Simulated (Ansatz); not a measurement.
Reactions of CH5GaO2S, SMILES `C[O][Ga]([OH])[SH]`.

Calculated with Ansatz (gas phase, PBE0-D4/def2-TZVP geometries, no zero-point term in ΔE). CBS: MP2 limit from def2 TZ/QZ plus the TZ coupled-cluster correction, frozen cores. This one scheme is used for every species, atoms too. DFT in def2-TZVPP. Open shells (•) are unrestricted, without spin–orbit coupling. Spin–orbit coupling would lower the free atoms: a little for C, O, S; clearly for Ga. Bonds to Br, Ga are less sure, by a few kJ/mol each and by 10 to 20 or more in all where they break to atoms, as the def2 sets lack core-valence functions. Scalar relativity is left out up to krypton. Each species was taken in one conformer, which may not be the lowest.

```json
{"reaction": "`C[O][Ga]([OH])[SH]` + H₂O → `[OH][Ga]([OH])[SH]` + CH₃OH", "ωB97M-V (kcal/mol)": "-1.0"}
{"reaction": "`C[O][Ga]([OH])[SH]` + `F[SiH]([SiH3])O[SiH3]` → `C[O][Ga]([SH])[O][SiH3]` + `O[SiH](F)[SiH3]`", "ωB97M-V (kcal/mol)": "0.7"}
{"reaction": "`C[O][Ga]([OH])[SH]` + HCl → `[OH][Ga]([SH])[Cl]` + CH₃OH", "ωB97M-V (kcal/mol)": "-16.1"}
{"reaction": "`C[O][Ga]([OH])[SH]` + H₂O → `C[O][Ga]([OH])[OH]` + H₂S", "ωB97M-V (kcal/mol)": "8.6"}
{"reaction": "`C[O][Ga]([OH])[SH]` + H₂ → `[OH][GaH][SH]` + CH₃OH", "ωB97M-V (kcal/mol)": "6.4"}
{"reaction": "`C[O][Ga]([OH])[SH]` → `C[O][Ga][SH]`• + `[OH]`•", "ωB97M-V (kcal/mol)": "105.7"}
{"reaction": "`C[O][Ga]([OH])[SH]` + H–F → `C[O][Ga]([F])[SH]` + H₂O", "ωB97M-V (kcal/mol)": "-7.2"}
{"reaction": "`C[O][Ga]([OH])[SH]` → C• + Ga• + 5 H• + 2 O• + S•", "ωB97M-V (kcal/mol)": "836.5"}
{"reaction": "`C[O][Ga]([OH])[SH]` + `CCCCC(C)C` → `CC(C)CCC(C)C` + `[OH][Ga]([OH])[SH]`", "ωB97M-V (kcal/mol)": "-15.1"}
{"reaction": "`C[O][Ga]([OH])[SH]` + `F[Si](F)(F)Br` → `C[O][Ga]([OH])[Br]` + `F[Si](F)(F)S`", "ωB97M-V (kcal/mol)": "-2.3"}
```

**Question.** Give the CCSD(T)/CBS values in the same order. (Estimate.)

**Answer.** Ansatz gave: -0.1, 0.9, -14.9, 9.1, 8.0, 110.7, -5.7, 841.1, -15.9, -1.6 kcal/mol.

Largest T1 diagnostic: 0.017, for `C[O][Ga][SH]`•.
